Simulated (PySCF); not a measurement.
Compound: C₅H₁₃NOSi₂.
Atom-mapped SMILES: `[NH2:1][SiH2:2][SiH2:3][O:4][CH:5]1[CH2:6][CH:7]=[CH:8][CH2:9]1`

Cartesian coordinates in Å at the GFN2-xTB level; atoms count from 1:
```
atom  x, y, z in Å
N1     4.4510   -0.3116    0.4597
Si2    2.9880   -0.4398   -0.4487
Si3    1.3704    0.2226    1.0190
O4     0.0490   -0.0361    0.1171
C5    -1.2916    0.2160    0.4261
C6    -2.1369   -1.0560    0.1998
C7    -3.0869   -0.6871   -0.8957
C8    -2.9450    0.5668   -1.2856
C9    -1.8691    1.2820   -0.5305
H10    4.6302    0.5226    0.9940
H11    5.3094   -0.6230    0.0354
H12    3.0222    0.3249   -1.7170
H13    2.9900   -1.8477   -0.8707
H14    1.4127    1.6348    1.4619
H15    1.2462   -0.5004    2.2995
H16   -1.3627    0.5495    1.4665
H17   -1.4829   -1.8782   -0.0988
H18   -2.6679   -1.3577    1.1046
H19   -3.7865   -1.4034   -1.2907
H20   -3.5067    1.0623   -2.0585
H21   -2.2621    2.1449    0.0103
H22   -1.0812    1.6340   -1.2000
```

NICS = −σ at a ghost point: NICS(0) at the centroid of the ring atoms, NICS(1) 1 Å to either side along the normal of their mean plane, zz for the tensor component along that normal. Level: GIAO PBE0/pcSseg-1 (PySCF, non-relativistic, gas phase) on the GFN2-xTB geometry, one conformer.

Ring bond lengths (Å), with Mayer bond orders in brackets: C5–C6 1.544 (0.99), C6–C7 1.496 (1.03), C7–C8 1.321 (1.88), C8–C9 1.496 (1.03), C9–C5 1.544 (0.99).

Problem. What do the NICS probes read (ppm)?

Solution. 
```tsv
ring	type	NICS(0)	NICS(1), two faces	NICS(1)zz, two faces	rms pucker (Å)	centre to ring atoms, mean (Å)
C5–C6–C7–C8–C9	5-membered carbocycle; formal bonds 1 double, 4 single	-2.0	-3.6 / -2.4	-4.7 / -1.4	0.01	1.26
```

Problem. What can be read from them?

Solution. 
- C5–C6–C7–C8–C9: mean NICS(1)zz -3.1 ppm, shielded. C5, C6, C9 have four or more neighbours, and the NICS criterion for π rings isn't applied. The two faces differ by 3.3 ppm, so no symmetry operation interchanges them.

Problem. What field does 7.05 T along the ring normal induce along that normal at the first NICS(1) probe listed for ring C5–C6–C7–C8–C9, 1 Å off the ring?

Solution. NICSzz × B0 = -4.7 ppm × 7.05 T = -33 μT, against the applied field.

Problem. List the ring angles and the Hirshfeld charges of the ring atoms.

Solution. 
- C5–C6–C7–C8–C9: C5 105.9° (+0.062 e), C6 104.6° (-0.079 e), C7 112.5° (-0.053 e), C8 112.5° (-0.053 e), C9 104.6° (-0.080 e); sum 539.9° against 540° for a flat convex ring.

Time: 89 s; peak memory 1.1 GiB. Hardware: one thread of an Arm Neoverse N1 (shared host). This is the whole shielding run at PBE0/pcSseg-1, SCF included.
